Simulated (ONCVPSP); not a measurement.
# Pseudopotential generation for selenium (Se): ONCV, LDA (Perdew-Wang 92), fully relativistic.

```json
{"Element": "Se", "Generator": "ONCVPSP 4.0.1", "Type": "optimised norm-conserving Vanderbilt (ONCV)", "Functional": "LDA (Perdew-Wang 92)", "Relativity": "fully relativistic", "Frozen core": "[Ar]", "Valence charge": "16", "Reference configuration": "3d10 4s2 4p3 (charge +1)", "Partial waves": "4s: rc 1.30 bohr, ncon 4, nbas 7, qcut 6.2 1/bohr, 2 projectors, debl 2.3 Ha; 4p: rc 1.60 bohr, ncon 4, nbas 9, qcut 6.1 1/bohr, 1 projector; 3d: rc 0.60 bohr, ncon 3, nbas 8, qcut 27.3 1/bohr, 3 projectors, debl 3.5 Ha", "Local potential": "polynomial inside 0.50 bohr (lpopt 5, dvloc0 0 Ha)", "Core correction": "Teter function, fcfact 2.25, rcfact 1.4"}
```

Open shells are filled in proportion to 2j + 1.

All-electron outer shells of the reference configuration (LDA (PZ), scalar-relativistic, ld1.x):

| shell | level (eV) | outermost node (bohr) | outermost maximum (bohr) |
| --- | --- | --- | --- |
| 3s | -223.19 | 0.24 | 0.50 |
| 3p | -163.22 | 0.21 | 0.50 |
| 3d | -63.88 | – | 0.45 |
| 4s | -27.08 | 0.70 | 1.49 |
| 4p | -15.59 | 0.74 | 1.75 |

Results:

```json
{
 "Cutoffs needed": "269 Ha and 305 Ha (the cutoffs (Ha) at which the residual kinetic energy of the hardest occupied pseudo-wave falls to 1 and 0.1 mHa per electron)",
 "Ghost test": "ghosts flagged at negative energy: s at -192.7 eV, p3/2 at -228.3 eV, p1/2 at -222.1 eV; GHOST(+) flagged for s at 450.5 eV; a true bound ghost makes a file unfit for plane-wave use",
 "Largest excitation error": "+19 meV (all-electron minus pseudo) for 3d10 4s2 4p1, out of 4 test configurations",
 "rms error of d²Exc/dni dnj": "11.50 mHa without and 8.01 mHa with the model core"
}
```

Generation and tests took about 7.5 s on one core of a shared server CPU.
